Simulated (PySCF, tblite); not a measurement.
Isomers of C4H11ClSi. All values are computed: GFN2-xTB (tblite) harmonic vibrations without scaling, gas phase. The method is semi-empirical: single wavenumbers can be off by several per cent or more. Modes of hydrogen on silicon can be 10 to 20 % off. One conformer each.

Electronic energies: PBE0-D3(BJ)/def2-SVP at its own geometries (PySCF, gas phase).

| SMILES | electronic energy, lowest = 0 (kcal/mol) |
| --- | --- |
| CC(C)[SiH2]CCl | 35.0 |
| C[SiH2]C(C)(C)Cl | 26.3 |
| CC(C)(C)[SiH2]Cl | 0.0 |
| C[SiH2][C@@H](C)CCl | 28.6 |
| CCC[SiH2]CCl | 34.5 |

Task: How do GFN2-xTB zero-point energies change the relative energies?

Result: 
```tsv
SMILES	ZPE (kcal/mol)	of it from modes above 1550 cm⁻¹	electronic (kcal/mol)	with ZPE, lowest = 0 (kcal/mol)	lowest mode (cm⁻¹)	rings
CC(C)(C)[SiH2]Cl	86.8	45.3	0.0	0.0	48	0
C[SiH2]C(C)(C)Cl	85.3	45.4	26.3	24.7	58	0
C[SiH2][C@@H](C)CCl	85.8	45.1	28.6	27.5	46	0
CCC[SiH2]CCl	86.1	45.0	34.5	33.8	42	0
CC(C)[SiH2]CCl	85.9	45.1	35.0	34.1	48	0
```

The zero-point energies span 1.5 kcal/mol, from `C[SiH2]C(C)(C)Cl` to `CC(C)(C)[SiH2]Cl`. The order is unchanged.

Task: And how do the electronic energies of GFN2-xTB itself compare?

Result: `CC(C)(C)[SiH2]Cl` 0.0; `C[SiH2]C(C)(C)Cl` 32.3; `C[SiH2][C@@H](C)CCl` 36.1; `CCC[SiH2]CCl` 38.8; `CC(C)[SiH2]CCl` 39.3 kcal/mol, lowest = 0. Against the energies above, taken from the same isomer `CC(C)(C)[SiH2]Cl`, the largest difference is 7.5 kcal/mol. The two levels were optimised apart and needn't hold the same conformer.

Task: What do entropy and thermal enthalpy add at 298.15 K and 1 bar (rigid rotor, harmonic oscillator, one conformer each)?

Result: 
```
             SMILES  point group  symmetry number  S (cal/(mol K))  H − H(0) (kcal/mol)  ZPE + H − H(0) − TS (kcal/mol)
   CC(C)(C)[SiH2]Cl           Cs                1             92.5                 6.35                            65.6
   C[SiH2]C(C)(C)Cl           C1                1             94.5                 6.66                            63.8
C[SiH2][C@@H](C)CCl           C1                1             94.4                 6.43                            64.1
       CCC[SiH2]CCl           C1                1             96.9                 6.46                            63.7
     CC(C)[SiH2]CCl           C1                1             96.3                 6.53                            63.7
```
